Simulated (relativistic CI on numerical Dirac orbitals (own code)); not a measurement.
Calculated at this level of theory: Dirac-Coulomb-Breit CI, KLI orbitals optimised for each configuration, model QED, unscaled Slater integrals (own radial code, finite nucleus).

The strongest absorption lines from the ground level of an ion, among the configurations computed and to levels below about 205 eV (vacuum wavelength in nm, gf): 6.8976 (0.46), 7.3472 (0.92), 12.821 (0.35), 13.219 (9.1), 13.341 (5.5), 13.353 (0.71), 13.838 (2.6), 14.216 (0.35).

Question: Which ion is it?
A. Pd¹¹⁺
B. Te¹⁷⁺
C. Xe¹⁹⁺
D. Sn¹⁵⁺

Answer: D. Sn¹⁵⁺ has 35 electrons and the ground level 4s²4p⁵ ²P°3/2; the strongest line goes to 4s²4p⁴4d ²D5/2. The pattern of lines fixes the number of electrons, and along that sequence the line energies rise steadily with the charge (about as its square where n changes within one kind of shell, about linearly where n is kept but much faster in heavy ions where fine structure, which grows about as Z⁴, sets the gap, and irregularly where shells cross), which fixes Z. Configurations outside the model, such as inner-shell arrays, can give stronger lines. At this charge energies of transitions that change n are usually good to better than 1 %, and those within a shell (Δn = 0) to a few per cent.

LS names give the leading component of a level, which can be under half, so a name can repeat, a term be missing and a line seem to break the LS rules.
